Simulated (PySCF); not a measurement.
Computed shifts of a molecule C₂H₄ClFOSi, PBE/pcSseg-1 (PySCF), GIAO, gas phase, atoms alike by connectivity averaged where their shifts nearly agree, in ppm (number of nuclei): ¹³C: 234.6 (1), 38.7 (1). ²⁹Si: -23.1 (1). ¹⁹F: -178.8 (1). ¹H: 5.44 (1), 2.83 (3). References: ¹³C against TMS (σ = 182.0 ppm); ¹⁷O against H2O (σ = 334.3 ppm); ²⁹Si against TMS (σ = 335.4 ppm); ¹⁹F against CFCl3 (σ = 133.6 ppm); ³⁵Cl against HCl (σ = 936.5 ppm); ¹H against TMS (σ = 31.49 ppm), references at their B3LYP-D3(BJ)/def2-TZVP geometries, non-relativistic (without spin–orbit terms, shifts of atoms bonded to Cl or Br come out too high). Geometry: B3LYP-D3(BJ)/def2-SVP. Other conformers were not sampled.

Task: Pick the molecule that these values belong to.
A) CC(=O)[Si@@H](F)Cl
B) O=CC[Si@@H](F)Cl
C) C=C(Cl)[Si@@H](O)F
D) C=C(F)[Si@H](O)Cl

Result: A, CC(=O)[Si@@H](F)Cl
